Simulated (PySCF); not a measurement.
SMILES [F][Sn][I] (FISn) (CAM-B3LYP/def2-SVP optimised geometry):

```
3

Sn    -1.231    -0.963     0.000
F     -1.513     0.963     0.000
I      1.513    -0.963     0.000
```

Level of theory: PySCF with CAM-B3LYP/def2-TZVP, def2 effective core potentials past Kr.

Q: What are the frontier orbital energies and the dipole moment?

A: HOMO-2 -9.03 eV, HOMO-1 -9.03 eV, HOMO -8.75 eV, LUMO -2.22 eV, LUMO+1 -0.28 eV; dipole moment 3.41 D.
